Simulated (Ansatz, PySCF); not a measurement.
C3H7FTe, SMILES C([Te]F)(C)C. Atoms are numbered in the order given.

```xyz
12

Te     0.4895     0.1326     0.5587
F      0.8268     1.7387    -0.5019
C     -1.3594    -0.2987    -0.5017
C     -1.8486    -1.6653    -0.0556
C     -1.1292    -0.1769    -1.9942
H     -2.0578     0.4804    -0.1602
H     -2.8131    -1.8916    -0.5397
H     -1.1426    -2.4613    -0.3425
H     -2.0114    -1.7200     1.0329
H     -0.6771     0.7929    -2.2463
H     -2.0904    -0.2600    -2.5302
H     -0.4613    -0.9724    -2.3600
```
Charge 0, spin multiplicity 1.

Coordinates come from a PBE0-D3(BJ)/def2-SVP optimisation. This is a generated structure with no PubChem entry under its InChIKey; it may be hypothetical. The def2 effective core potentials stand for the cores of Te; spin–orbit coupling is left out. Other conformers were not sampled.

Two levels are set side by side: PBE-D3(BJ)/def2-SVP (Ansatz, a program for electronic structure) and PBE0-D3(BJ)/def2-SVP (Ansatz). Each level has its own optimised geometry; the coordinates shown are those of the second. Frequencies come from the Hessian of PySCF at each geometry. Differences are taken from unrounded values.

```csv
quantity,PBE0-D3(BJ)
mean bond length (Å),1.352
bond Te1–F2 (Å),1.954
bond Te1–C3 (Å),2.175
bond C3–C4 (Å),1.518
bond C3–C5 (Å),1.515
bond C3–H6 (Å),1.101
bond C4–H7 (Å),1.103
bond C4–H8 (Å),1.102
bond C4–H9 (Å),1.102
bond C5–H10 (Å),1.099
bond C5–H11 (Å),1.104
bond C5–H12 (Å),1.101
highest harmonic wavenumber (cm⁻¹),3168
mean harmonic wavenumber (cm⁻¹),1395
zero-point energy (kcal/mol),59.82
```

What does PBE-D3(BJ) give, and how far is it from PBE0-D3(BJ)? (An estimate is asked for; the answer gives what the named calculation found.)


```csv
quantity,PBE-D3(BJ),PBE-D3(BJ) minus PBE0-D3(BJ)
mean bond length (Å),1.364,0.012
bond Te1–F2 (Å),1.980,0.026
bond Te1–C3 (Å),2.206,0.031
bond C3–C4 (Å),1.525,0.007
bond C3–C5 (Å),1.522,0.007
bond C3–H6 (Å),1.109,0.008
bond C4–H7 (Å),1.111,0.009
bond C4–H8 (Å),1.110,0.008
bond C4–H9 (Å),1.110,0.008
bond C5–H10 (Å),1.108,0.008
bond C5–H11 (Å),1.112,0.009
bond C5–H12 (Å),1.109,0.008
highest harmonic wavenumber (cm⁻¹),3075,-93
mean harmonic wavenumber (cm⁻¹),1349,-46
zero-point energy (kcal/mol),57.85,-1.97
```

GGA bonds tend to be longer and softer than those of functionals with exact exchange. Differences between two approximate levels are no errors against the true value.
